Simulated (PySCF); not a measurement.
Molecule (SMILES): O=BF.
Geometry (B3LYP-D3(BJ)/def2-TZVP, fixed):
```xyz
3

F      0.0000     0.0000    -1.1989
B      0.0000     0.0000     0.0871
O      0.0000     0.0000     1.2943
```

Basis-set convergence of the isotropic shielding of O3 at PBE0 with PySCF. GIAO, no density fitting; atoms are numbered in the order shown. All functions are spherical. No added dispersion term, no relativity. Reference: the value in pcseg-3, 194.25 ppm, itself unsure by roughly 1.33 ppm (its distance from pcSseg-2).

```tsv
basis	functions	isotropic shielding of O3 (ppm)
3-21G	27	204.86
pcseg-0	27	202.89
def2-SVP	42	204.54
def2-SVPD	66	210.11
aug-cc-pVDZ	69	[?]
6-311++G(2d,2p)	81	198.59
pcSseg-2	108	192.93
6-311++G(3df,3pd)	117	200.36
cc-pCVTZ	129	194.05
aug-cc-pVTZ	138	[?]
aug-pcseg-2	138	[?]
cc-pVQZ	165	[?]
pcseg-3	180	194.25
```

**Question.** What belongs in the gaps?

**Answer.** 
- aug-cc-pVDZ, isotropic shielding of O3 (ppm): 211.66
- aug-cc-pVTZ, isotropic shielding of O3 (ppm): 200.46
- aug-pcseg-2, isotropic shielding of O3 (ppm): 195.21
- cc-pVQZ, isotropic shielding of O3 (ppm): 196.55
